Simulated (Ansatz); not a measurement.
Reaction (hydrogenolysis of the Si–C bond): `FC[SiH]1[SiH2][Se]1` + H₂ → `[SiH2]1[SiH2][Se]1` + fluoromethane

Program: Ansatz. Geometries: PBE0-D4/def2-TZVP. ΔE: electronic, gas phase. CCSD(T)/CBS is the MP2 limit (def2-TZVPP, def2-QZVPP) plus CCSD(T) − MP2 in def2-TZVPP, frozen cores. This one scheme is used for every species. Functionals use def2-TZVPP. B3LYP here is the variant with VWN-RPA as its local correlation; programs differ in this. For Se outer-core shells are correlated without core-valence functions, which leaves a few kJ/mol of doubt a bond. Scalar relativity is left out up to krypton. One conformer a species, not always the lowest.

`FC[SiH]1[SiH2][Se]1`:

Cartesian coordinates in Å:
```
F 0.273 1.038 -2.397
C -0.615 0.380 -1.556
Si -0.144 0.671 0.255
Si 0.961 -0.888 1.452
Se -1.314 -0.666 1.702
H -0.597 -0.689 -1.787
H -1.623 0.757 -1.758
H -0.097 2.113 0.595
H 1.758 -0.548 2.653
H 1.397 -2.166 0.841
```

H₂:

```xyz
2

H     0.203   -0.289    0.121
H    -0.203    0.289   -0.121
```

`[SiH2]1[SiH2][Se]1`:

Cartesian coordinates in Å:
```
Si -0.860 0.606 -0.424
Si 0.965 -0.389 0.453
Se -0.805 -1.678 -0.228
H -1.860 1.290 0.429
H -0.874 1.121 -1.813
H 2.211 -0.560 -0.330
H 1.224 -0.391 1.912
```

`CF`:

Z-matrix (Å, degrees):
```
C
F 1 1.376
H 1 1.092 2 109.1
H 1 1.092 2 109.1 3 -120.0
H 1 1.092 2 109.1 3 120.0
```

CCSD(T)/CBS gives -9.0 kcal/mol.

Question: Another level gave -10.2 kcal/mol. Which?
A. PBE0/def2-TZVPP
B. B3LYP/def2-TZVPP
C. MP2/def2-TZVPP
D. PBE-D4/def2-TZVPP

Answer: A. PBE0 -10.2, MP2/def2-TZVPP -8.5, B3LYP -11.2, PBE-D4 -7.2 kcal/mol.

Largest T1 diagnostic among the species: 0.012.

In def2-TZVPP, CCSD(T) changes the Hartree–Fock value by +6.1 kcal/mol (the triples alone add +1.3 kcal/mol) and MP2 by +7.2 kcal/mol. The D4 term adds +2.4 kcal/mol with B3LYP and +1.4 kcal/mol with PBE0; it sums over pairs of atoms, weighted by their polarisabilities, and B3LYP, whose exchange is more repulsive, gets the larger term.
